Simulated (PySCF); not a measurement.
PySCF input for Al(Me)(OH) (CH4AlO), SMILES [Al]([OH])[CH3], multiplicity 2, TDA-B3LYP/def2-SVPD. Coordinates come from a r2SCAN-D4/def2-TZVP optimisation. The multiplicity is an assumed one; other spin states were not compared. The isomer is the one that the SMILES or the coordinates give; other isomers of the formula were not compared. One conformer was computed; it need not be the lowest.

```python
import numpy as np
from pyscf import gto, scf, dft, tdscf

mol = gto.M(
    atom='''
    Al    0.58075145   -0.12561959   -0.00000000
    C    -0.30817587    1.62686524    0.00000000
    H    -0.95208941    1.69757814    0.88299469
    H    -0.95208941    1.69757814   -0.88299470
    H     0.37616153    2.47589001   -0.00000000
    O    -0.49543530   -1.45381192   -0.00000000
    H    -0.20921387   -2.36868772    0.00000000
    ''',
    basis='def2-SVPD',
    charge=0,
    spin=1,
    max_memory=1600,
    verbose=4,
)
mf = dft.UKS(mol, xc='b3lyp').density_fit(auxbasis='def2-universal-jkfit')
mf.grids.level = 3
mf.conv_tol = 1e-9
mf.max_cycle = 100
mf.kernel()
fine, coarse = mf.grids, dft.Grids(mol).set(level=1).build(with_non0tab=True)
for _ in range(3):  # follow internal instabilities
    mf.grids = coarse
    mo, _, stable, _ = mf.stability(return_status=True, nroots=4)
    mf.grids = fine
    if stable:
        break
    mf.kernel(mf.make_rdm1(mo, mf.mo_occ))
mf.grids = dft.Grids(mol).set(level=1).build(with_non0tab=True)  # coarser grid for the response kernel
td = tdscf.TDA(mf)
td.nstates = 10
td.conv_tol = 1e-4
td.kernel(x0=td.get_init_guess(mf, 15))
td.analyze()
```

Program output:

```
PySCF version 2.14.0

[INPUT] verbose = 4
[INPUT] num. atoms = 7
[INPUT] num. electrons = 31
[INPUT] charge = 0
[INPUT] spin (= nelec alpha-beta = 2S) = 1
[INPUT] symmetry False subgroup None
[INPUT] Mole.unit = angstrom
[INPUT] Symbol           X                Y                Z      unit          X                Y                Z       unit  Magmom
[INPUT]  1 Al     0.580751450000  -0.125619590000   0.000000000000 AA    1.097461186944  -0.237386620980   0.000000000000 Bohr   0.0
[INPUT]  2 C     -0.308175870000   1.626865240000   0.000000000000 AA   -0.582367992500   3.074329745175   0.000000000000 Bohr   0.0
[INPUT]  3 H     -0.952089410000   1.697578140000   0.882994690000 AA   -1.799188230999   3.207957759649   1.668618133545 Bohr   0.0
[INPUT]  4 H     -0.952089410000   1.697578140000  -0.882994700000 AA   -1.799188230999   3.207957759649  -1.668618152442 Bohr   0.0
[INPUT]  5 H      0.376161530000   2.475890010000   0.000000000000 AA    0.710842270297   4.678754033447   0.000000000000 Bohr   0.0
[INPUT]  6 O     -0.495435300000  -1.453811920000   0.000000000000 AA   -0.936237029442  -2.747306365428   0.000000000000 Bohr   0.0
[INPUT]  7 H     -0.209213870000  -2.368687720000   0.000000000000 AA   -0.395356915760  -4.476171065420   0.000000000000 Bohr   0.0

nuclear repulsion = 91.1634854220019
number of shells = 43
number of NR pGTOs = 145
number of NR cGTOs = 99
basis = def2-SVPD
ecp = {}


[settings echo left out]
init E= -358.010420810516
  alpha nocc = 16  HOMO = -0.16431009219996  LUMO = -0.0546275587890355
  beta  nocc = 15  HOMO = -0.378497161930405  LUMO = -0.164310092199958

WARN: HOMO -0.16431009219996 >= LUMO -0.164310092199958

cycle= 1 E= -357.885867495691  delta_E= 0.125  |g|= 0.623  |ddm|= 2.06
  alpha nocc = 16  HOMO = -0.11219620711919  LUMO = -0.000691753002349138
  beta  nocc = 15  HOMO = -0.138765790080663  LUMO = -0.0664720250765933
  HOMO = -0.112196207119  LUMO = -0.0664720250766  gap/eV = 1.24422
cycle= 2 E= -357.086678251999  delta_E= 0.799  |g|= 1.45  |ddm|= 2.33
  alpha nocc = 16  HOMO = -0.17656479941996  LUMO = -0.018440705984522
  beta  nocc = 15  HOMO = -0.288590115589054  LUMO = -0.093658962675967
  HOMO = -0.17656479942  LUMO = -0.093658962676  gap/eV = 2.25598
cycle= 3 E= -358.040081666459  delta_E= -0.953  |g|= 0.164  |ddm|= 1.73
  alpha nocc = 16  HOMO = -0.191094195461163  LUMO = -0.0228134452724653
  beta  nocc = 15  HOMO = -0.325073107833374  LUMO = -0.100300174433832
  HOMO = -0.191094195461  LUMO = -0.100300174434  gap/eV = 2.47063
cycle= 4 E= -358.051149432921  delta_E= -0.0111  |g|= 0.0882  |ddm|= 0.315
  alpha nocc = 16  HOMO = -0.190752006862129  LUMO = -0.0209065177949315
  beta  nocc = 15  HOMO = -0.312142097754077  LUMO = -0.0951934283629177
  HOMO = -0.190752006862  LUMO = -0.0951934283629  gap/eV = 2.60028
cycle= 5 E= -358.055297103975  delta_E= -0.00415  |g|= 0.00779  |ddm|= 0.172
  alpha nocc = 16  HOMO = -0.18936086865777  LUMO = -0.0194659752457707
  beta  nocc = 15  HOMO = -0.311189518782862  LUMO = -0.0927514133602951
  HOMO = -0.189360868658  LUMO = -0.0927514133603  gap/eV = 2.62888
cycle= 6 E= -358.055338788095  delta_E= -4.17e-05  |g|= 0.00204  |ddm|= 0.0224
  alpha nocc = 16  HOMO = -0.189718724148076  LUMO = -0.0197250958977913
  beta  nocc = 15  HOMO = -0.31143815284252  LUMO = -0.092641816488622
  HOMO = -0.189718724148  LUMO = -0.0926418164886  gap/eV = 2.64160
cycle= 7 E= -358.05534212288  delta_E= -3.33e-06  |g|= 0.000407  |ddm|= 0.0127
  alpha nocc = 16  HOMO = -0.189679195435432  LUMO = -0.0196515531187917
  beta  nocc = 15  HOMO = -0.311387108589892  LUMO = -0.0924740636631332
  HOMO = -0.189679195435  LUMO = -0.0924740636631  gap/eV = 2.64509
cycle= 8 E= -358.055342352983  delta_E= -2.3e-07  |g|= 0.000151  |ddm|= 0.0043
  alpha nocc = 16  HOMO = -0.189711726474405  LUMO = -0.0196715540630761
  beta  nocc = 15  HOMO = -0.311404323532811  LUMO = -0.0924767419036612
  HOMO = -0.189711726474  LUMO = -0.0924767419037  gap/eV = 2.64590
cycle= 9 E= -358.055342377831  delta_E= -2.48e-08  |g|= 3.05e-05  |ddm|= 0.00122
  alpha nocc = 16  HOMO = -0.189706990478245  LUMO = -0.0196665952580299
  beta  nocc = 15  HOMO = -0.311398639743083  LUMO = -0.0924705028278505
  HOMO = -0.189706990478  LUMO = -0.0924705028279  gap/eV = 2.64594
cycle= 10 E= -358.055342379276  delta_E= -1.44e-09  |g|= 8.7e-06  |ddm|= 0.000215
  alpha nocc = 16  HOMO = -0.189707102849754  LUMO = -0.0196669669406448
  beta  nocc = 15  HOMO = -0.311399953592145  LUMO = -0.0924713171282998
  HOMO = -0.18970710285  LUMO = -0.0924713171283  gap/eV = 2.64592
cycle= 11 E= -358.055342379346  delta_E= -6.96e-11  |g|= 3.33e-06  |ddm|= 1.96e-05
  alpha nocc = 16  HOMO = -0.18970690909274  LUMO = -0.0196667789232858
  beta  nocc = 15  HOMO = -0.311399411457973  LUMO = -0.0924714364740979
  HOMO = -0.189706909093  LUMO = -0.0924714364741  gap/eV = 2.64591
Extra cycle  E= -358.055342379355  delta_E= -9.21e-12  |g|= 2.45e-06  |ddm|= 8.79e-06
converged SCF energy = -358.055342379355  <S^2> = 0.75210353  2S+1 = 2.0021024
tot grids = 26600
uhf_internal: lowest eigs of H = [0.20730831 0.30848807 0.31945379 0.36586244]
<class 'pyscf.df.df_jk.DFUKS'> wavefunction is stable in the internal stability analysis
tot grids = 26600


******** <class 'pyscf.tdscf.uks.TDA'> for <class 'pyscf.df.df_jk.DFUKS'> ********
nstates = 10
deg_eia_thresh = 1.000e-03
wfnsym = None
conv_tol = 0.0001
eigh lindep = 1e-12
eigh level_shift = 0
eigh max_cycle = 100


Excitation energies (eV)
[2.87981171 4.27698774 4.57544884 5.04963336 5.0677826  5.31494072
 5.8450449  6.05091477 6.29252015 6.4407841 ]

** Excitation energies and oscillator strengths **
Excited State   1:      2.87981 eV    430.53 nm  f=0.0617
      16a ->   17a     -0.99059
Excited State   2:      4.27699 eV    289.89 nm  f=0.0706
      16a ->   18a      0.97390
      16a ->   19a     -0.14260
Excited State   3:      4.57545 eV    270.98 nm  f=0.0158
      16a ->   19a     -0.80347
      16a ->   22a      0.10515
      15b ->   16b      0.56293
Excited State   4:      5.04963 eV    245.53 nm  f=0.1369
      16a ->   18a     -0.14229
      16a ->   19a     -0.55458
      16a ->   20a      0.16772
      13b ->   16b     -0.12473
      15b ->   16b     -0.76852
Excited State   5:      5.06778 eV    244.65 nm  f=0.0088
      14b ->   16b      0.99059
Excited State   6:      5.31494 eV    233.27 nm  f=0.1820
      16a ->   20a     -0.96495
      15b ->   16b     -0.18680
Excited State   7:      5.84504 eV    212.12 nm  f=0.0662
      14a ->   17a      0.31090
      16a ->   19a      0.12897
      16a ->   22a      0.14831
      13b ->   16b     -0.90389
Excited State   8:      6.05091 eV    204.90 nm  f=0.0422
      16a ->   20a      0.10176
      16a ->   21a      0.98656
Excited State   9:      6.29252 eV    197.03 nm  f=0.0000
      15a ->   17a      0.72865
      15b ->   17b     -0.65523
Excited State  10:      6.44078 eV    192.50 nm  f=0.0182
      14a ->   17a     -0.47213
      16a ->   22a      0.78794
      14b ->   17b      0.34509

** Transition electric dipole moments (AU) **
state          X           Y           Z        Dip. S.      Osc.
  1         0.0000     -0.0000     -0.9350      0.8741      0.0617
  2        -0.1645     -0.8044     -0.0000      0.6741      0.0706
  3        -0.0348     -0.3734      0.0000      0.1406      0.0158
  4         0.2511     -1.0214     -0.0000      1.1063      0.1369
  5         0.0000     -0.0000      0.2656      0.0706      0.0088
  6         1.1183     -0.3840      0.0000      1.3980      0.1820
  7        -0.6534      0.1889     -0.0000      0.4626      0.0662
  8        -0.3695      0.3849      0.0000      0.2847      0.0422
  9         0.0000     -0.0000     -0.0079      0.0001      0.0000
 10        -0.0056     -0.3391     -0.0000      0.1150      0.0182

** Transition velocity dipole moments (imaginary part, AU) **
state          X           Y           Z        Dip. S.      Osc.
  1         0.0000     -0.0000     -0.0256      0.0007      0.0041
  2        -0.0130     -0.1069      0.0000      0.0116      0.0492
  3        -0.0012     -0.0565      0.0000      0.0032      0.0127
  4         0.0054     -0.1492     -0.0000      0.0223      0.0801
  5        -0.0000     -0.0000      0.0275      0.0008      0.0027
  6         0.2200     -0.0678      0.0000      0.0530      0.1809
  7        -0.0818      0.0353     -0.0000      0.0079      0.0246
  8        -0.0979      0.0768      0.0000      0.0155      0.0465
  9         0.0000     -0.0000     -0.0068      0.0000      0.0001
 10         0.0058     -0.0640     -0.0000      0.0041      0.0116

** Transition magnetic dipole moments (imaginary part, AU) **
state          X           Y           Z
  1        -0.3252     -0.8385     -0.0000
  2        -0.0000     -0.0000      0.8613
  3         0.0000      0.0000      0.3170
  4        -0.0000      0.0000      0.7482
  5         0.1728      0.0135      0.0000
  6        -0.0000      0.0000     -0.0722
  7         0.0000     -0.0000      0.1304
  8        -0.0000      0.0000     -0.2579
  9         0.0717     -0.0355      0.0000
 10         0.0000     -0.0000      0.4184
```

Self-consistency was reached.
